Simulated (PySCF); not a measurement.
A PySCF script (with the pyscf-properties extension) for the NMR shieldings of SMILES [SiH3][C@@H](CCl)[Al-]1([Cl])[Cl+][AlH2-][Cl+]1, C$_{2}$H$_{8}$Al$_{2}$Cl$_{4}$Si, on a GFN2-xTB geometry:

```python
import basis_set_exchange as bse
import numpy as np
from pyscf import gto, dft
from pyscf.prop import nmr

atoms = """
Si   -2.451515   -0.029535   -0.230501
C    -0.782953   -0.161318   -1.160438
C    -0.244181    1.204997   -1.564069
Cl    0.581901    1.970413   -0.176013
Al    0.433968   -1.348709   -0.093654
Cl    0.132381   -3.353285   -0.087235
Cl    0.688219   -0.633820    2.009600
Al    2.699922    0.087621    1.510394
Cl    2.564159   -0.828375   -0.484764
H    -3.389865    0.718198   -1.075770
H    -2.286709    0.679438    1.040965
H    -2.943606   -1.387425    0.005614
H    -1.014267   -0.698791   -2.091123
H    -1.027482    1.899684   -1.873745
H     0.503945    1.131237   -2.355293
H     3.657228   -0.845199    2.283269
H     2.871857    1.606898    1.541196
"""
names = dict.fromkeys(["Si", "C", "Cl", "Al", "H"], "pcSseg-1")
basis = {el: gto.basis.parse(bse.get_basis(n, elements=[el], fmt="nwchem")) for el, n in names.items()}
mol = gto.M(atom=atoms, basis=basis, charge=0, verbose=0)
mf = dft.RKS(mol, xc="PBE0")
mf.grids.level = 2
mf.grids.alignment = dft.numint.BLKSIZE   # the property module wants whole blocks of grid points
mf.conv_tol = 1e-9
mf.kernel()

calc = nmr.RKS(mf)   # GIAO
C = mf.mo_coeff
Co = C[:, mf.mo_occ > 0]
resp = mf.gen_response(singlet=True, hermi=2)
def vind(x):   # induced exchange potential for any number of trial vectors
    d = np.einsum("pi,xij,qj->xpq", C, 2 * x.reshape(-1, C.shape[1], Co.shape[1]), Co, optimize=True)
    return np.einsum("xpq,pi,qj->xij", resp(d - d.transpose(0, 2, 1)), C, Co, optimize=True).ravel()
mo1, _ = nmr.rhf.solve_mo1(calc, with_cphf=vind)
sigma = calc.kernel(mo1)
for i, s in enumerate(sigma):   # ppm
    print("%2d %-2s %9.2f" % (i, mol.atom_pure_symbol(i), np.trace(s) / 3))
```

Task: What are the results?

Result: 
```
 0 Si    420.60
 1 C     171.45
 2 C     133.17
 3 Cl    810.69
 4 Al    430.66
 5 Cl    929.02
 6 Cl    876.01
 7 Al    416.25
 8 Cl    897.03
 9 H      27.74
10 H      27.42
11 H      27.72
12 H      31.26
13 H      27.91
14 H      27.50
15 H      27.16
16 H      27.22
```

These numbers come from an equivalent density-fitted implementation of the same equations, which agrees with the script to about 0.01 ppm for H and up to a few tenths of a ppm for heavy atoms, so last digits may differ.

Size and cost of the density-fitted run: 242 basis functions, 2.2 min wall time on 1 thread of an Arm Neoverse N1, shared host; peak memory 1.2 GiB.
